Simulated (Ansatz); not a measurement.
Relaxation of ClH5OSn (8 atoms, charge 0, multiplicity 1), to a largest force component of 0.03 eV/Å in at most 50 steps.

The calculation used RHF/def2-SVP in Ansatz.

```xyz
8
Properties=species:S:1:pos:R:3
Sn -0.068 -0.243 -0.074
Cl -0.306 -0.194 2.308
H 1.561 -0.062 -0.471
O -1.003 1.302 -0.813
H -1.903 1.463 -0.576
H -0.835 -1.679 -0.560
H 1.034 2.283 0.969
H 0.942 1.947 1.588
```

Where does it end, and by what steps?

The forces met the threshold. After 9 steps the energy has fallen by 0.190 eV; H7 moved furthest, 0.76 Å.

```json
{"step": "0", "energy less start (eV)": "0.0000", "largest force component (eV/Å)": "1.248", "accepted": "yes"}
{"step": "1", "energy less start (eV)": "-0.1266", "largest force component (eV/Å)": "0.123", "accepted": "yes"}
{"step": "2", "energy less start (eV)": "-0.1653", "largest force component (eV/Å)": "0.175", "accepted": "yes"}
{"step": "3", "energy less start (eV)": "-0.1797", "largest force component (eV/Å)": "0.173", "accepted": "yes"}
{"step": "4", "energy less start (eV)": "-0.1866", "largest force component (eV/Å)": "0.112", "accepted": "yes"}
{"step": "5", "energy less start (eV)": "-0.1821", "largest force component (eV/Å)": "0.272", "accepted": "no"}
{"step": "6", "energy less start (eV)": "-0.1881", "largest force component (eV/Å)": "0.040", "accepted": "yes"}
{"step": "7", "energy less start (eV)": "-0.1895", "largest force component (eV/Å)": "0.107", "accepted": "yes"}
{"step": "8", "energy less start (eV)": "-0.1899", "largest force component (eV/Å)": "0.077", "accepted": "yes"}
{"step": "9", "energy less start (eV)": "-0.1902", "largest force component (eV/Å)": "0.024", "accepted": "yes"}
```

```xyz
8
Properties=species:S:1:pos:R:3
Sn -0.197 -0.492 -0.174
Cl -0.528 -0.478 2.161
H 1.453 -0.308 -0.492
O -1.085 1.102 -0.870
H -1.903 1.380 -0.485
H -0.951 -1.895 -0.761
H 1.323 2.950 1.178
H 1.310 2.557 1.812
```

Run time: 21 s on 1 thread of Arm Neoverse V2 (shared host), peak memory 0.16 GiB.
